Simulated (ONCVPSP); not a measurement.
Building the ONCV potential for nitrogen (PBE, scalar-relativistic).

ONCVPSP 4.0.1 was run on this input:

```
# ATOM AND REFERENCE CONFIGURATION
# atsym  z   nc   nv     iexc    psfile
  N 7.00    1    2        4      upf
#
#   n    l    f
    1    0    2.00
    2    0    2.00
    2    1    3.00
#
# PSEUDOPOTENTIAL AND OPTIMIZATION
# lmax
    2
#
#   l,   rc,      ep,       ncon, nbas, qcut
    0    0.75    0.00    4    7    9.80
    1    1.65    0.00    5   10    8.30
    2    1.40    0.06    3    8    7.70
#
# LOCAL POTENTIAL
# lloc, lpopt,  rc(5),   dvloc0
    4    3    0.70    6.00
#
# VANDERBILT-KLEINMAN-BYLANDER PROJECTORs
# l, nproj, debl
    0    3    3.80
    1    2    1.80
    2    2    3.40
#
# MODEL CORE CHARGE
# icmod, fcfact, rcfact
    3    5.00    1.10
#
# LOG DERIVATIVE ANALYSIS
# epsh1, epsh2, depsh
   -2.00    5.00    0.02
#
# OUTPUT GRID
# rlmax, drl
    6.00    0.01
#
# TEST CONFIGURATIONS
# ncnf
    4
# nvcnf
#   n    l    f
    2
    2    0    2.00
    2    1    2.00
#
    2
    2    0    2.00
    2    1    1.00
#
    2
    2    0    2.00
    2    1    0.00
#
    2
    2    0    2.00
    2    1    2.50
#
```

Command:

```bash
oncvpsp.x < N.dat > N.out
```

The program printed (shortened: citation, most of the input echo, consistency checks and plot data are left out):

```
ONCVPSP  (Optimized Norm-Conservinng Vanderbilt PSeudopotential)
scalar-relativistic version 4.0.1

#   n    l    f        energy (Ha)
    1    0    2.00    -1.4138222E+01
    2    0    2.00    -6.8290674E-01
    2    1    3.00    -2.6054783E-01

Reference configufation results
  iterations    23
  all-electron total energy (Ha)   -5.44530351D+01

Begin loop to  construct optimized pseudo wave functions
and semi-local pseudopoentials for all angular momenta

   Wellstate for l =  0  n =  4
     eigenvalue =   3.1171
     asymptotic potential =   3.6171
     half-point radius =  2.6404

   Wellstate for l =  0  n =  4
     eigenvalue =   6.9171
     asymptotic potential =   7.4171
     half-point radius =  1.7880

Calculating optimized projector #   1

 for l=   0

    Fraction of norm inside rc  0.145264
    Optimizing pswf for qcut=   9.80 a_B^-1,  ecut=  47.99 Ha
    Residual kinetic energy error=  4.41D-04 Ha

    Energy error per electron        Cutoff
         Ha          eV             Ha
         0.01000     0.27211       19.40
         0.00100     0.02721       29.72
         0.00010     0.00272      184.23
         0.00001     0.00027      230.89

Calculating optimized projector #   2

 for l=   0

    Fraction of norm inside rc  0.047205
    Optimizing pswf for qcut=   9.80 a_B^-1,  ecut=  47.99 Ha
    Residual kinetic energy error=  5.40D-03 Ha

    Energy error per electron        Cutoff
         Ha          eV             Ha
         0.01000     0.27211       38.99
         0.00100     0.02721       84.42
         0.00010     0.00272      284.75
         0.00001     0.00027      333.10

Calculating optimized projector #   3

 for l=   0

    Fraction of norm inside rc  0.057350
    Optimizing pswf for qcut=   9.80 a_B^-1,  ecut=  47.99 Ha
    Residual kinetic energy error=  3.24D-02 Ha

    Energy error per electron        Cutoff
         Ha          eV             Ha
         0.01000     0.27211       63.76
         0.00100     0.02721      180.05
         0.00010     0.00272      409.02
         0.00001     0.00027      523.48

   Wellstate for l =  1  n =  4
     eigenvalue =   1.5395
     asymptotic potential =   2.0395
     half-point radius =  4.0811

Calculating optimized projector #   1

 for l=   1

    Fraction of norm inside rc  0.666949
    Optimizing pswf for qcut=   8.29 a_B^-1,  ecut=  34.35 Ha
    Residual kinetic energy error=  3.85D-06 Ha

    Energy error per electron        Cutoff
         Ha          eV             Ha
         0.01000     0.27211       18.17
         0.00100     0.02721       24.13
         0.00010     0.00272       28.77
         0.00001     0.00027       32.63

Calculating optimized projector #   2

 for l=   1

    Fraction of norm inside rc  0.110280
    Optimizing pswf for qcut=   8.29 a_B^-1,  ecut=  34.35 Ha
    Residual kinetic energy error=  1.70D-05 Ha

    Energy error per electron        Cutoff
         Ha          eV             Ha
         0.01000     0.27211       18.78
         0.00100     0.02721       25.53
         0.00010     0.00272       30.68
         0.00001     0.00027       37.60

   Wellstate for l =  2  n =  3
     eigenvalue =   0.0600
     asymptotic potential =   0.5600
     half-point radius = 32.1408

   Wellstate for l =  2  n =  5
     eigenvalue =   3.4600
     asymptotic potential =   3.9600
     half-point radius =  3.4629

Calculating optimized projector #   1

 for l=   2

    Fraction of norm inside rc  0.000048
    Optimizing pswf for qcut=   7.71 a_B^-1,  ecut=  29.71 Ha
    Residual kinetic energy error=  4.95D-10 Ha

    Energy error per electron        Cutoff
         Ha          eV             Ha
         0.01000     0.27211        0.05
         0.00100     0.02721        0.28
         0.00010     0.00272        0.97
         0.00001     0.00027        3.92

Calculating optimized projector #   2

 for l=   2

    Fraction of norm inside rc  0.133964
    Optimizing pswf for qcut=   7.71 a_B^-1,  ecut=  29.71 Ha
    Residual kinetic energy error=  4.70D-05 Ha

    Energy error per electron        Cutoff
         Ha          eV             Ha
         0.01000     0.27211       14.01
         0.00100     0.02721       21.33
         0.00010     0.00272       27.75
         0.00001     0.00027       46.56

Construct Vanderbilt / Kleinmman-Bylander projectors

B matrix Hermiticity error, ll=   0
   1   2   -1.5966E-04
   1   3   -4.2681E-04
   2   3   -1.4621E-04

  Orthonormal projector coefficients -2.0462E+02 -4.0412E+01  3.8420E+00

B matrix Hermiticity error, ll=   1
   1   2   -5.8599E-05

  Orthonormal projector coefficients -3.7414E+00 -6.6536E-01

B matrix Hermiticity error, ll=   2
   1   2   -1.2746E-06

  Orthonormal projector coefficients -1.3067E+00 -5.8767E-01

Model core correction analysis
  based on d2Exc/dn_idn_j

d2excae - all-electron derivatives

   -5.195951D-02   -4.408260D-02
   -4.408555D-02   -4.150166D-02

d2excps - pseudofunction derivatives with no core correction

   -5.074514D-02   -4.615158D-02
   -4.615296D-02   -4.367783D-02

rms 2nd derivative error    1.921279E-03

rmatch, rhocmatch    0.4608    5.4550

Teter function model core charge with specified parameters

d2excps - pseudofunction derivatives with core correction

   -5.092522D-02   -4.641662D-02
   -4.641813D-02   -4.413021D-02

rms 2nd derivative error    2.171839E-03

Pseudoatom total energy   -9.623403

Diagnostic tests using Vanderbilt-Kleinman-Bylander pseudopotentials
  1 or more projectors used as specified by nproj input data

   l    rcore       rmatch      e in        delta e   norm test  slope test

   0   0.7525286   0.7753770  -0.6829067  -0.0000029   1.0000371   1.0000308
   0   0.7525286   0.7753770   3.1170933   0.0000748   1.0002964   1.0002964
run_diag: lschvkbbe ERROR   3   1   0  60  6.91709326E+00  6.17538394E+00
   0   0.7525286   0.7753770   6.9170933  -0.7417093   0.1914671   0.2448821

   1   1.6575111   1.7078368  -0.2605478  -0.0000018   1.0000242   1.0000325
   1   1.6575111   1.7078368   1.5394522   0.0000124   1.0000837   1.0000837

   2   1.4018870   1.4444513   0.0600000  -0.0000282   1.0000286   1.0000286
   2   1.4018870   1.4444513   3.4600000   0.0000379   1.0001570   1.0001570

 Testing for bound ghosts
   n   l    E NL Schr. Eq   E Basis Diag.   E Cutoff

       0                      -14.794481    458.51  WARNING - GHOST(-)
   1   0       -0.682910       -0.480089    458.51

   2   1       -0.260550       -0.256626    181.78

 Testing for highly-localized positive-energy ghosts
       l    <radius>/rc     E Basis Diag.   E Cutoff

       0        0.639411      169.577945    458.51  WARNING - GHOST(+)

Test configuration 0

   n   l     f        eae           eps        diff
   1   0  2.0000  -14.13822183
   2   0  2.0000   -0.68290674   -0.68290962   -2.89D-06
   2   1  3.0000   -0.26054783   -0.26054962   -1.80D-06

    Total energies and differences
      AE_ref= -5.44530351D+01  AE_tst= -5.44530351D+01  dif=  0.00D+00
      PS_ref= -9.62340309D+00  PS_tst= -9.62340309D+00  dif=  4.09D-14
      PSP excitation error= -4.09D-14

Test configuration 1

   n   l     f        eae           eps        diff
   1   0  2.0000  -14.76144207
   2   0  2.0000   -1.19296401   -1.19267738    2.87D-04
   2   1  2.0000   -0.76027961   -0.75831401    1.97D-03

    Total energies and differences
      AE_ref= -5.44530351D+01  AE_tst= -5.39535657D+01  dif=  4.99D-01
      PS_ref= -9.62340309D+00  PS_tst= -9.12458452D+00  dif=  4.99D-01
      PSP excitation error=  6.51D-04

Test configuration 2

   n   l     f        eae           eps        diff
   1   0  2.0000  -15.57681778
   2   0  2.0000   -1.80659260   -1.80269442    3.90D-03
   2   1  1.0000   -1.37852229   -1.36801827    1.05D-02

    Total energies and differences
      AE_ref= -5.44530351D+01  AE_tst= -5.28932188D+01  dif=  1.56D+00
      PS_ref= -9.62340309D+00  PS_tst= -8.06962171D+00  dif=  1.55D+00
      PSP excitation error=  6.03D-03

Test configuration 3

   n   l     f        eae           eps        diff
   1   0  2.0000  -16.56788995
   2   0  2.0000   -2.50354763   -2.48688680    1.67D-02

    Total energies and differences
      AE_ref= -5.44530351D+01  AE_tst= -5.11629894D+01  dif=  3.29D+00
      PS_ref= -9.62340309D+00  PS_tst= -6.35997237D+00  dif=  3.26D+00
      PSP excitation error=  2.66D-02

Test configuration 4

   n   l     f        eae           eps        diff
   1   0  2.0000  -14.42426517
   2   0  2.0000   -0.92317286   -0.92322734   -5.45D-05
   2   1  2.5000   -0.49404580   -0.49353292    5.13D-04

    Total energies and differences
      AE_ref= -5.44530351D+01  AE_tst= -5.42658563D+01  dif=  1.87D-01
      PS_ref= -9.62340309D+00  PS_tst= -9.43631661D+00  dif=  1.87D-01
      PSP excitation error=  9.23D-05
```

Note: ghosts flagged at negative energy: s at -402.6 eV; GHOST(+) flags only above 600 eV. A true bound ghost makes a file unfit for plane-wave use.

The run took about 4.4 s on one core of a shared server CPU.
